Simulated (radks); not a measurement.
All-electron atom: Sb49+ in [He] (the NIST ground configuration).

Calculated with a radial shooting solver on a logarithmic mesh with Libxc functionals: scalar-relativistic Kohn-Sham, LDA (Slater exchange, VWN5 correlation), spin-polarised, spherical densities, finite nucleus; Fermi nuclear charge, rms radius 4.6802 fm.

Energy parts (hartree):
| part | energy |
|---|---|
| total | -2659.83488 |
| kinetic | 2862.79271 |
| electron-nucleus | -5560.35711 |
| Hartree | 66.72392 |
| exchange-correlation | -28.99439 |

Orbitals (lengths in bohr, moments of r in powers of bohr; r(max) is where P^2 peaks):
| orbital | occ. | eigenvalue (hartree) | r(max) |
|---|---|---|---|
| 1s | 2 | -1301.348 | 0.01832 |

The highest occupied level is 1s at -35411 eV. The electron density at the nucleus is 1.892e+05 e/bohr^3 (large components only).
